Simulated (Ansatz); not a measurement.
Ansatz results at the PBE0-D4/def2-TZVP geometry: size of the dipole moment (ωB97M-V/def2-TZVPP) 1.69 D; LUMO energy (PBE0/def2-TZVPP) -1.14 eV; HOMO energy (B3LYP/def2-TZVPP) -5.91 eV.

Each molecule was computed in one conformer, which needn't be the lowest.

(1) Which molecule gave them?
A. `[Cl][Zr]12345678([Cl])([C@H]9[C@@H]1[C@@H]2[C@@H]3[C@H]94)[C@H]1[C@@H]5[C@@H]6[C@@H]7[C@H]18`
B. `CC[C@@]12[C@H]3[C@H]4[C@H]5[C@@H]1[Ti]4532([OH])([OH])[Cl]`
C. `C[O][Ti]1234([OH])([N](C)C)[C@H]5[C@@H]1[C@@H]2[C@@H]3[C@H]54`
D. `C[N](C)[Zr]1234([CH3])([CH3])[C@H]5[C@@H]1[C@@H]2[C@@H]3[C@H]54`

## Answers

(1) C. The others give `CC[C@@]12[C@H]3[C@H]4[C@H]5[C@@H]1[Ti]4532([OH])([OH])[Cl]`: 3.49, -1.63, -6.97; `C[N](C)[Zr]1234([CH3])([CH3])[C@H]5[C@@H]1[C@@H]2[C@@H]3[C@H]54`: 1.69, -0.64, -6.01; `[Cl][Zr]12345678([Cl])([C@H]9[C@@H]1[C@@H]2[C@@H]3[C@H]94)[C@H]1[C@@H]5[C@@H]6[C@@H]7[C@H]18`: 4.58, -1.77, -6.76.

B3LYP here is the variant with VWN-RPA as its local correlation; programs differ in this.
